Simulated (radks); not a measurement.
Al X, configuration [He] 2s1 2p1 (not the ground configuration).

All-electron calculation, scalar-relativistic Kohn-Sham, BLYP, spin-polarised, spherical densities, finite nucleus; open shells are filled with parallel spins first; Fermi nuclear charge, rms radius 3.061 fm. Program: a radial shooting solver on a logarithmic mesh with Libxc functionals.

Energy parts (eV):
| part | energy |
|---|---|
| total | -5212.084 |
| kinetic | 5230.785 |
| electron-nucleus | -10965.075 |
| Hartree | 808.675 |
| exchange-correlation | -286.468 |

Orbitals (lengths in bohr, moments of r in powers of bohr; r(max) is where P^2 peaks):
| orbital | occ. | eigenvalue (eV) | r(max) | <1/r> | <r> |
|---|---|---|---|---|---|
| 1s up | 1 | -1875.794 | 0.07816 | 12.69 | 0.1194 |
| 1s down | 1 | -1870.450 | 0.07816 | 12.70 | 0.1192 |
| 2s up | 1 | -381.0127 | 0.4451 | 2.844 | 0.5205 |
| 2p up | 1 | -354.8601 | 0.3621 | 2.762 | 0.4570 |

The highest occupied level is 2p up at -354.86 eV. Summed over all electrons, <r^2> = 0.6075 bohr^2, which gives a Langevin (diamagnetic) susceptibility term of -0.481 x 10^-6 cm^3/mol. The electron density at the nucleus is 1489 e/bohr^3 (large components only).
